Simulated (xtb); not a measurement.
C₆H₅O, doublet, at a GFN2-xTB geometry; GFN1-xTB in xtb.

The xtb input:
```
$ xtb mol.xyz --gfn 1 --uhf 1 --json

# file mol.xyz
12

O      2.27676535    -0.48886203    -0.04083041
C      0.94645310    -0.22625118    -0.01441721
C      0.01914360    -1.22807427     0.13549520
C     -1.32490580    -1.04354997     0.17114835
C     -1.81577177     0.25806659     0.04719198
C     -0.92317777     1.30126057    -0.10586203
C      0.44091718     1.07286965    -0.13748392
H      2.77062526     0.33231355    -0.15259178
H     -2.00456455    -1.87330145     0.29162108
H     -2.88011935     0.43633204     0.07185845
H     -1.29012743     2.31292628    -0.20281411
H      1.13411206     1.89669740    -0.25786455
```

**Question.** Predict the main parts of the log of this xtb run.

**Answer.** 
```
   ID    Z sym.   atoms
    1    8 O      1
    2    6 C      2-7
    3    1 H      8-12

           -------------------------------------------------
          |                Calculation Setup                |
           -------------------------------------------------

           -------------------------------------------------
          |                 G F N 1 - x T B                 |
           -------------------------------------------------

          ...................................................
          :                      SETUP                      :
          :.................................................:
          :  # basis functions                  38          :
          :  # atomic orbitals                  38          :
          :  # shells                           24          :
          :  # electrons                        35          :
          :  # halogen bonds                     0          :
          :  max. iterations                   250          :
          :  Hamiltonian                  GFN1-xTB          :
          :  restarted?                      false          :
          :  GBSA solvation                  false          :
          :  PC potential                    false          :
          :  electronic temp.          300.0000000     K    :
          :  accuracy                    1.0000000          :
          :  -> integral cutoff          0.2500000E+02      :
          :  -> integral neglect         0.1000000E-07      :
          :  -> SCF convergence          0.1000000E-05 Eh   :
          :  -> wf. convergence          0.2000000E-04 e    :
          :  Broyden damping             0.4000000          :
          :  net charge                          0          :
          :  unpaired electrons                  1          :
          ...................................................

 iter      E             dE          RMSdq      gap      omega  full diag
   1    -20.2326375 -0.202326E+02  0.959E+00    2.93       0.0  T
   2    -20.2595926 -0.269551E-01  0.572E+00    2.89       1.0  T
   3    -20.2538113  0.578133E-02  0.872E-01    2.80       1.0  T
   4    -20.2615730 -0.776171E-02  0.143E-01    2.88       1.0  T
   5    -20.2619210 -0.347998E-03  0.425E-02    2.86       1.0  T
   6    -20.2619382 -0.172215E-04  0.676E-03    2.87       4.3  T
   7    -20.2619385 -0.289909E-06  0.254E-03    2.87      11.4  T
   8    -20.2619385 -0.264218E-07  0.796E-04    2.87      36.2  T
   9    -20.2619385 -0.446924E-08  0.776E-05    2.87     371.9  T
  10    -20.2619385 -0.156994E-10  0.163E-05    2.87    1769.3  T

   *** convergence criteria satisfied after 10 iterations ***

         :::::::::::::::::::::::::::::::::::::::::::::::::::::
         ::                     SUMMARY                     ::
         :::::::::::::::::::::::::::::::::::::::::::::::::::::
         :: total energy             -19.962700483230 Eh    ::
         :: gradient norm              0.010306795238 Eh/a0 ::
         :: HOMO-LUMO gap              2.866509094548 eV    ::
         ::.................................................::
         :: SCC energy               -20.261938507655 Eh    ::
         :: -> electrostatic           0.038350623819 Eh    ::
         :: repulsion energy           0.304082472059 Eh    ::
         :: dispersion energy         -0.004844447634 Eh    ::
         :: halogen bond corr.         0.000000000000 Eh    ::
         :: add. restraining           0.000000000000 Eh    ::
         :: total charge               0.000000000000 e     ::
         :::::::::::::::::::::::::::::::::::::::::::::::::::::

           -------------------------------------------------
          |                Property Printout                |
           -------------------------------------------------

    * Orbital Energies and Occupations

         #    Occupation            Energy/Eh            Energy/eV
      -------------------------------------------------------------
[...]
        14        2.0000           -0.4983796             -13.5616
        15        2.0000           -0.4812099             -13.0944
        16        2.0000           -0.4406734             -11.9913
        17        2.0000           -0.4200123             -11.4291
        18        1.0000           -0.3636920              -9.8966 (HOMO)
        19                         -0.2583498              -7.0301 (LUMO)
        20                         -0.2481988              -6.7538
        21                         -0.1374216              -3.7394
        22                         -0.1236881              -3.3657
        23                         -0.1039622              -2.8290
        24                         -0.0988970              -2.6911
        25                         -0.0835893              -2.2746
        26                         -0.0680346              -1.8513
        27                          0.1353809               3.6839
        28                          0.2220416               6.0421
        29                          0.2377624               6.4698
       ...                                ...                  ...
        38                          0.6745257              18.3548
      -------------------------------------------------------------
                  HL-Gap            0.1053423 Eh            2.8665 eV
             Fermi-level           -0.3514365 Eh           -9.5631 eV

  Mulliken/CM5 charges         n(s)   n(p)   n(d)
     1O    -0.51217 -0.70941   1.686  4.826  0.000
     2C     0.27344  0.28875   1.012  2.715  0.000
     3C    -0.08702 -0.08936   1.193  2.894  0.000
     4C    -0.01026 -0.06294   1.057  2.954  0.000
     5C    -0.04138 -0.09760   1.056  2.985  0.000
     6C    -0.02473 -0.08077   1.052  2.973  0.000
     7C    -0.09089 -0.14312   1.061  3.030  0.000
     8H     0.35235  0.52577   0.648  0.000  0.000
     9H     0.03795  0.09450   0.962  0.000  0.000
    10H     0.03388  0.09029   0.966  0.000  0.000
    11H     0.03481  0.09137   0.965  0.000  0.000
    12H     0.03402  0.09252   0.966  0.000  0.000

Wiberg/Mayer (AO) data.
largest (>0.10) Wiberg bond orders for each atom

 ---------------------------------------------------------------------------
     #   Z sym  total        # sym  WBO       # sym  WBO       # sym  WBO
 ---------------------------------------------------------------------------
     1   8 O    2.050 --     2 C    1.040     8 H    0.866
     2   6 C    3.908 --     3 C    1.406     7 C    1.331     1 O    1.040
                             5 C    0.106
     3   6 C    3.277 --     4 C    1.537     2 C    1.406     6 C    0.106
     4   6 C    3.994 --     3 C    1.537     5 C    1.361     9 H    0.960
                             7 C    0.109
     5   6 C    3.989 --     6 C    1.454     4 C    1.361    10 H    0.969
                             2 C    0.106
     6   6 C    3.996 --     5 C    1.454     7 C    1.447    11 H    0.967
                             3 C    0.106
     7   6 C    3.983 --     6 C    1.447     2 C    1.331    12 H    0.964
                             4 C    0.109
     8   1 H    0.889 --     1 O    0.866
     9   1 H    1.011 --     4 C    0.960
    10   1 H    1.003 --     5 C    0.969
    11   1 H    1.003 --     6 C    0.967
    12   1 H    0.999 --     7 C    0.964
 ---------------------------------------------------------------------------

Topologies differ in total number of bonds
Writing topology from bond orders to xtbtopo.mol

 dipole moment from electron density (au)
     X       Y       Z
  -0.0457   1.1585  -0.1267  total (Debye):    2.964

           -------------------------------------------------
          | TOTAL ENERGY              -19.962700483230 Eh   |
          | GRADIENT NORM               0.010306795238 Eh/α |
          | HOMO-LUMO GAP               2.866509094548 eV   |
           -------------------------------------------------

normal termination of xtb
```
